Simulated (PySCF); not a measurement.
Correlation energy of Nb⁻ (niobium, charge -1)

Starting occupation: [Kr] 4d4 5s2, 4d3/2 with m_j = -3/2, -1/2, +1/2, +3/2. Calculation: PySCF 2.14, in x2c-TZVPall-2c with one added diffuse shell each of s, p, d type (9s10p8d1f, 86 functions); X2C-1e with screened-nucleus spin-orbit coupling, Gaussian nucleus. Frozen: [Ar] 3d10; 14 electrons correlated; the 6 highest virtual spinors left out.

MP2 pair energies summed by pair of shells (mhartree):

```tsv
pair	energy	share (%)
4d-4p	-89.42	31.6
4p-4p	-82.65	29.2
4d-4d	-29.14	10.3
4p-4s	-23.73	8.4
4d-5s	-19.44	6.9
4p-5s	-14.05	5.0
5s-5s	-10.21	3.6
4d-4s	-9.11	3.2
4s-4s	-4.78	1.7
4s-5s	-0.78	0.3
```

Total MP2 correlation energy: -283.30 mhartree.

The GHF reference relaxed away from the jj start to a determinant that is no pure jj level (⟨S²⟩ = 6.38, ⟨J²⟩ = 4.26); the energies belong to that determinant.

The Hartree-Fock reference does not bind the outermost electron (its level is positive or very diffuse), so these energies belong to a reference that the basis holds together.

This basis was not built for core-valence correlation, so the inner-shell part is incomplete.
